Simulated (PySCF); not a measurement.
Gas-phase equilibrium of 1 mol H2S, 1.7 mol SO2 at 2500 K and 1.01 bar, among 21 species (S2O, SO2, O2, O, S2, S6, HO2, H2S2, H2O, H, H2O2, H2S, O3, SO, SH, H2, S8, S, SO3, H2SO4, OH). Only gases are allowed; each row takes one source of thermochemistry for all species, and Cantera finds the minimum.

Energies from PySCF, thermal terms from the rigid-rotor harmonic-oscillator model, ideal gas at 1 bar. † marks an energy on the PBE0/def2-TZVP geometry and frequencies; other levels use their own. MP2 freezes the core. Open shells (unrestricted) among the columns below: O2 (multiplicity 3), O (multiplicity 3, electronic degeneracy 9), S2 (multiplicity 3), H (multiplicity 2), SO (multiplicity 3), SH (multiplicity 2, electronic degeneracy 4), S (multiplicity 3, electronic degeneracy 9), OH (multiplicity 2, electronic degeneracy 4); the rest are closed-shell singlets. Spin-orbit splitting is ignored; it lowers the true energy and changes the entropy of O, SH, S, OH. B3LYP is the form with VWN-RPA correlation. MP2 isn't extrapolated to the basis-set limit. The harmonic model lacks anharmonicity and excited electronic states, which grow with temperature; levels with a mode under 35 cm⁻¹ are left out.

Molecules larger than those listed are left out.

Mole fractions:

```json
[
 {"thermochemistry": "B3LYP/def2-TZVP†", "x O": "0.00051", "x SO": "0.32", "x S": "0.014", "x SO2": "0.25", "x H2O": "0.18", "x H2": "0.10", "x S2": "0.098", "x H": "0.0080", "x O2": "0.0019", "x OH": "0.0088", "x SH": "0.016", "x S2O": "0.0017", "x H2S": "0.0041"},
 {"thermochemistry": "BLYP/def2-TZVP†", "x O": "0.00016", "x SO": "0.31", "x S": "0.0090", "x SO2": "0.27", "x H2O": "0.13", "x H2": "0.15", "x S2": "0.088", "x H": "0.010", "x O2": "0.0018", "x OH": "0.0048", "x SH": "0.012", "x S2O": "0.0027", "x H2S": "0.0034"},
 {"thermochemistry": "HF/def2-TZVP†", "x O": "0.43", "x SO": "0.0041", "x S": "0.35", "x SO2": "1.5e-6", "x H2O": "0.0061", "x H2": "0.063", "x S2": "0.0017", "x H": "0.092", "x O2": "2.1e-5", "x OH": "0.030", "x SH": "0.019", "x S2O": "5.5e-9", "x H2S": "0.00034"},
 {"thermochemistry": "MP2/def2-SVP†", "x O": "0.0029", "x SO": "0.37", "x S": "0.066", "x SO2": "0.14", "x H2O": "0.23", "x H2": "0.029", "x S2": "0.083", "x H": "0.014", "x O2": "0.029", "x OH": "0.011", "x SH": "0.014", "x S2O": "0.00063", "x H2S": "0.0021"},
 {"thermochemistry": "PBE/def2-SVP", "x O": "0.00019", "x SO": "0.36", "x S": "0.0062", "x SO2": "0.17", "x H2O": "0.19", "x H2": "0.076", "x S2": "0.11", "x H": "0.014", "x O2": "0.043", "x OH": "0.0053", "x SH": "0.010", "x S2O": "0.0027", "x H2S": "0.0045"},
 {"thermochemistry": "PBE/def2-TZVP†", "x O": "5.6e-5", "x SO": "0.22", "x S": "0.0047", "x SO2": "0.33", "x H2O": "0.15", "x H2": "0.13", "x S2": "0.12", "x H": "0.016", "x O2": "0.0013", "x OH": "0.0027", "x SH": "0.010", "x S2O": "0.0058", "x H2S": "0.0056"}
]
```
The most sensitive of these is S2O: it spans a factor of 10^6.0 over these rows; at this temperature one factor of ten is RT ln 10 = 48 kJ/mol.
